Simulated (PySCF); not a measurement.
PySCF input (M06-2X/6-311+G**):

```python
from pyscf import gto, dft

mol = gto.M(
    atom='''
    C    -0.57953100   -0.00171300   -0.00616400
    C     0.67202200    0.00198600    0.00714800
    H     1.75324300    0.00518200    0.01864900
    H    -1.15674200    0.93590400   -0.02445500
    H    -1.15144900   -0.94272600   -0.00009700
    ''',
    basis='6-311+g**',
    charge=1,
    spin=0,
    verbose=4,
)

mf = dft.RKS(mol, xc='m062x')
mf.grids.level = 4
mf.conv_tol = 1e-9
mf.max_cycle = 100
mf.max_memory = 1500
mf.kernel()
if not mf.converged:
    mf = mf.newton()
    mf.kernel(mf.make_rdm1())
mf.dip_moment()
```

From the output:

```
Set gradient conv threshold to 3.16228e-05
Initial guess from minao.
tot grids = 104344
init E= -78.0333127949128
  HOMO = -0.330812493527315  LUMO = -0.146925685324813  gap/eV = 5.00381
cycle= 1 E= -77.5237520340928  delta_E= 0.51  |g|= 0.325  |ddm|= 1.62
  HOMO = -0.716629212300926  LUMO = -0.433496265801057  gap/eV = 7.70444
cycle= 2 E= -77.5234801710453  delta_E= 0.000272  |g|= 0.381  |ddm|= 0.428
  HOMO = -0.680238572711147  LUMO = -0.376538590592048  gap/eV = 8.26410
cycle= 3 E= -77.55900890971  delta_E= -0.0355  |g|= 0.057  |ddm|= 0.23
  HOMO = -0.666441176361825  LUMO = -0.362735088156189  gap/eV = 8.26426
cycle= 4 E= -77.5598221313495  delta_E= -0.000813  |g|= 0.0174  |ddm|= 0.0575
  HOMO = -0.670711143740554  LUMO = -0.364054164272744  gap/eV = 8.34456
cycle= 5 E= -77.559908769388  delta_E= -8.66e-05  |g|= 0.00292  |ddm|= 0.0123
  HOMO = -0.670066107360647  LUMO = -0.363168696903692  gap/eV = 8.35110
cycle= 6 E= -77.5599165121496  delta_E= -7.74e-06  |g|= 0.00101  |ddm|= 0.00425
  HOMO = -0.670272310634449  LUMO = -0.363155805960499  gap/eV = 8.35707
cycle= 7 E= -77.5599173608494  delta_E= -8.49e-07  |g|= 0.000158  |ddm|= 0.00177
  HOMO = -0.670276508154132  LUMO = -0.363122972411382  gap/eV = 8.35807
cycle= 8 E= -77.559917381862  delta_E= -2.1e-08  |g|= 1.45e-05  |ddm|= 0.000294
  HOMO = -0.670275830906537  LUMO = -0.363121614829613  gap/eV = 8.35809
cycle= 9 E= -77.5599173819259  delta_E= -6.39e-11  |g|= 1.62e-06  |ddm|= 1.84e-05
  HOMO = -0.670275642071033  LUMO = -0.363121328485164  gap/eV = 8.35809
Extra cycle  E= -77.559917381926  delta_E= -8.53e-14  |g|= 1.73e-06  |ddm|= 2.44e-06
converged SCF energy = -77.559917381926

WARN: System has nonzero charge 1; the dipole moment is origin-dependent.
Location of origin: [0. 0. 0.]

Dipole moment(X, Y, Z, Debye):  0.63663,  0.00189,  0.00678
```

The dipole moment of an ion depends on the origin.

The geometry given is a B3LYP-D3(BJ)/def2-TZVP minimum.
